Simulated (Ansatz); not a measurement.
**From CH4 to CI4: predicting a member**

On one C centre, n of the H ligands are replaced by I. The HOMO–LUMO gap y in eV at wB97X-V/def2-TZVPP. Shapes, held fixed at every level: PBE0-D4/def2-TZVP. Programs: Ansatz 0.2.0.

| molecule | n | y (eV) |
| --- | --- | --- |
| CH4 | 0 | 17.12 |
| CH3I | 1 | ? |
| CH2I2 | 2 | 9.82 |
| CHI3 | 3 | 8.87 |
| CI4 | 4 | 8.23 |

Q: Fit y = c + s·n to the known rows and predict CH3I.

A: 
1. Means of the 4 rows: n = 2.25000, y = 11.010.
2. Σ(Δn)² = 8.75, Σ(Δn·Δy) = -19.92, so the slope is -19.92/8.75 = -2.2766.
3. Intercept: 11.010 − (-2.2766) × 2.25000 = 16.132. The largest residual of the fit is 1.76.
4. CH3I: 16.132 + (-2.2766) × 1 = 13.86 eV.

The run gave 10.93 eV, so the prediction is off by +2.93 eV, more than the scatter of the fit. The step per swap changes from -6.19 to -0.64 eV along the series, so a line misses the bend. Other levels give for CH3I: SPW92/def2-TZVPP 4.42; B3LYP-D4/def2-TZVPP 6.03; PBE0-D4/def2-TZVPP 6.54 eV. Orbital gaps aren't excitation energies, and the LUMO depends on the basis. For atoms past krypton def2 sets carry core potentials with scalar relativity.
